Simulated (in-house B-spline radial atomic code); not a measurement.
Ti2+ is squeezed into an impenetrable sphere of radius R (the orbitals vanish at R). No spin polarisation. Computed with an all-electron radial atomic-structure program (B-spline basis): non-relativistic LDA VWN5, spherical fractional occupations, point nucleus.

Energies in eV above the free ion in [Ar] 3d2:

| R (bohr) | highest level (eV) | [Ar] 3d2 | [Ne] 3s2 3p5 3d3 | -dE/dV in [Ar] 3d2 (GPa) |
| --- | --- | --- | --- | --- |
| 8.59 | -20.1 | 7.904e-05 | 34.75 | 0.000192 |
| 5.64 | -20 | 0.02928 | 34.78 | 0.152 |
| 5.24 | -19.9 | 0.06264 | 34.82 | 0.371 |
| 3.97 | -19 | 0.6851 | 35.61 | 7.2 |
| 3.68 | -18.5 | 1.209 | 36.26 | 15.3 |
| 2.83 | -14 | 7.729 | 43.93 | 201 |
| 2.45 | -8.41 | 20.25 | 57.69 | 770 |
| 2.34 | -5.84 | 27.21 | 65.14 | 1160 |
| 1.86 | 15.5 | 107.1 | 147.6 | 7940 |
| 1.33 | 89.3 | 568.2 | 604.8 | 92700 |

Problem. Does [Ne] 3s2 3p5 3d3 fall below [Ar] 3d2 under compression?

Solution. No, it stays above over the whole range.

The highest level is first positive in the row R = 1.86 bohr, pushed up by confinement above the zero of the free ion's potential. Each configuration is held fixed and needn't be the lowest in the sphere.
